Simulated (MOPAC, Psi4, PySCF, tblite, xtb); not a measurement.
Dimer H4Ge ··· O2S (SMILES [GeH4] and O=S=O) at R = 3.00 Å between the centres of mass, closest contact 2.47 Å (lowest of the rigid-body minima from ten starts at GFN2-xTB). Geometry in Å and degrees:

```
Ge
H 1 1.5359
H 1 1.5359 2 109.47
H 1 1.5359 2 109.47 3 -120.00
H 1 1.5359 2 109.47 3 120.00
S 4 2.4736 1 98.95 2 -167.78
O 6 1.4386 4 90.78 1 -33.95
O 6 1.4386 7 118.87 3 -96.26
```

- GFN2-xTB (tblite)
- SAPT0/jun-cc-pVDZ, frozen core (Psi4)
- PBE/def2-TZVP, counterpoise-corrected (Psi4)
- PBE-D3(BJ)/def2-TZVP, counterpoise-corrected (Psi4)
- HF/aug-cc-pVDZ, counterpoise-corrected (Psi4)
- MP2/aug-cc-pVDZ = DF-MP2/aug-cc-pVDZ, frozen core, counterpoise-corrected run with Psi4 1.11
- SCS-MP2/aug-cc-pVDZ = DF-SCS-MP2/aug-cc-pVDZ, frozen core, counterpoise-corrected in Psi4
- AM1, restricted, heats of formation (MOPAC)
- PM6, restricted, heats of formation (MOPAC)
- GFN1-xTB (xtb)
- RKS-B3LYP/6-31G* = restricted B3LYP/6-31G*, spherical d, no counterpoise correction (PySCF)
- RKS-B3LYP/LANL2DZ = restricted B3LYP/LANL2DZ, with its core potentials past Ne, no counterpoise correction run with PySCF
- RKS-B3LYP/3-21G = restricted B3LYP/3-21G, no counterpoise correction (PySCF)
- RHF/3-21G = restricted Hartree-Fock/3-21G, no counterpoise correction run with PySCF 2.14.0

Problem. What interaction energy does each level give?

Solution. 
```
method                E_int / kcal/mol
--------------------  ----------------
GFN1-xTB                        -16.93
GFN2-xTB                         -8.52
PBE-D3(BJ)/def2-TZVP              3.99
AM1                               4.14
RKS-B3LYP/3-21G                   5.53
PBE/def2-TZVP                     5.96
SAPT0/jun-cc-pVDZ                 6.18
MP2/aug-cc-pVDZ                   6.83
RKS-B3LYP/6-31G*                  7.44
PM6                               7.64
SCS-MP2/aug-cc-pVDZ               8.16
RHF/3-21G                         8.64
RKS-B3LYP/LANL2DZ                 8.75
HF/aug-cc-pVDZ                   11.29
```
